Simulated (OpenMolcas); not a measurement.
**V2+: ligand-field states by method**

V2+ with 4 ligands (chloride) in tetrahedral coordination (Td) at 2.42 Å. A charge of +0.5 e stands 2.8 Å behind each ligand. Ligand basis ANO-RCC-VDZP.
```
V     0.0000    0.0000    0.0000
Cl    1.3972    1.3972    1.3972
Cl    1.3972   -1.3972   -1.3972
Cl   -1.3972    1.3972   -1.3972
Cl   -1.3972   -1.3972    1.3972
```

```json
{"Program": "OpenMolcas 26.06", "Basis": "ANO-RCC-VDZP [5s4p2d1f]", "Scalar Hamiltonian": "DKH2, point nucleus", "Active space": "3 electrons in 5 orbitals (3d)", "State averaging": "2S+1 = 4 even, 10 roots; 2S+1 = 2 even, 40 roots", "Spin-orbit coupling": "RASSI with atomic mean-field integrals over the reference wave functions"}
```

I. CASSCF
II. SS-CASPT2, IPEA 0.25 Eh, imaginary shift 0.1 Eh (closed shells correlated: 3s 3p and the ligand valence shells)

Spin-free states (labels of Td) in cm-1, each column counted from its own energy of the first state listed:

```csv
State,Degeneracy,I,II
4T1,3,0,0
4T2,3,2467,1930
4A2,1,5349,6000
2E,2,13012,10750
2T1,3,14698,11310
2T2,3,14731,10850
4T1,3,15405,12040
2A1,1,15801,11990
2T1,3,18736,14180
2T2,3,19742,15840
2T1,3,19792,16230
2E,2,20576,16970
2T1,3,21947,18870
2E,2,22338,17410
2T2,3,22710,17530
2T1,3,32840,26400
2T2,3,32944,26350
2A2,1,33107,26610
2T2,3,50588,40700
2E,2,50669,40800
```

From I to II, I's first state of the same spin (4T2) moves from 2467 to 1930 cm-1, by about -540 cm-1.

From I to II, I's first state of another spin (2E) moves from 13012 to 10750 cm-1, by about -2300 cm-1.

I: A least-squares ligand-field fit to the states below 45000 cm-1, each weighted by its degeneracy and with a free common offset, gives 10Dq = -2849 cm-1 (negative for this site), B = 873 cm-1 and C = 3356 cm-1 (C/B = 3.84), with an rms deviation of 137 cm-1. The same method and metal basis give the free ion B = 954 cm-1 (fit to its terms below 60000 cm-1, rms deviation 86 cm-1), so the nephelauxetic ratio is β = 873 / 954 = 0.92; it hangs on how both fits weigh the states, and computed free-ion B values tend to be too large, so β mixes covalency with correlation.

χT at 300 K: I 1.68, II 1.66 cm3 K/mol.

Roots that are degenerate in the reference are averaged as groups; the widest CASPT2 spread within a group is 620 cm-1 (the 3-fold group of multiplicity 4 near 1930 cm-1 above the lowest state of its run, II). Shifts and gaps below about the spread of the groups concerned are not significant. Over all roots computed the reference weight is 0.74 to 0.75 in II; a low but even weight reflects the number of correlated electrons. An orbital triplet at a regular site is open to Jahn-Teller coupling, which can distort the site and quench the lowest spin-orbit gaps and is left out. Ligand-to-metal charge-transfer states are missing. With no ligand orbital active B as a rule stays too high, so bands that hang on it stand too high and its fall with covalency is understated. Without dynamic correlation the repulsion within the d shell is too large (B by tens of per cent), so at a given field states of lower spin stand too high (holds for I). With metal d orbitals alone and no dynamic correlation the field as a rule comes out too small, by tens of per cent, by up to half for chloride and softer ligands (holds for I). These CASPT2 states fit no ligand-field parameters well, so their order and spin gaps are uncertain (holds for II). With one d shell and no ligand orbital active, 10Dq can be off by tens of per cent for divalent 3d ions, low with halides held by bare charges and at times high in hosts (holds for II). Free-ion shares, where given, are those of the reference states; single-state CASPT2 does not remix them (holds for II). No measured value stands beside these numbers; the geometry was imposed, not optimised, and the real ion may take another.
